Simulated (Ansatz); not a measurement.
Reactions of CH$_{2}$Cl$_{2}$O (`OC(Cl)Cl`).

Calculated with Ansatz (gas phase, PBE0-D4/def2-TZVP geometries, no zero-point term in ΔE). CBS: MP2 limit from def2 TZ/QZ plus the TZ coupled-cluster correction, frozen cores. This one scheme is used for every species, atoms too. DFT in def2-TZVPP. Open shells (•) are unrestricted, without spin–orbit coupling. Spin–orbit coupling would lower the free atoms: a little for C, Cl, O. For Br outer-core shells are correlated without core-valence functions, so the limit isn't a true one: a few kJ/mol of doubt a bond, and 10 to 20 or more in all where bonds break to atoms. Scalar relativity is left out up to krypton. Each species was taken in one conformer, which may not be the lowest.

| reaction | B97M-V (eV) | CCSD(T)/CBS(def2) (eV) |
| --- | --- | --- |
| `OC(Cl)Cl` → C• + 2 Cl• + 2 H• + O• | 20.66 | 20.62 |
| `OC(Cl)Cl` + CH₃OH → `COC(O)Cl` + HCl | -0.32 | -0.28 |
| `OC(Cl)Cl` + HBr → `ClC(Cl)Br` + H₂O | 0.32 | 0.13 |
| `OC(Cl)Cl` → `Cl[C]Cl` + H₂O | 2.84 | 2.84 |
| `OC(Cl)Cl` + H–F → `FC(Cl)Cl` + H₂O | 0.14 | 0.21 |
| `OC(Cl)Cl` + H₂O → `OC(O)Cl` + HCl | -0.17 | -0.09 |

Largest T1 diagnostic: 0.020, for `Cl[C]Cl`.
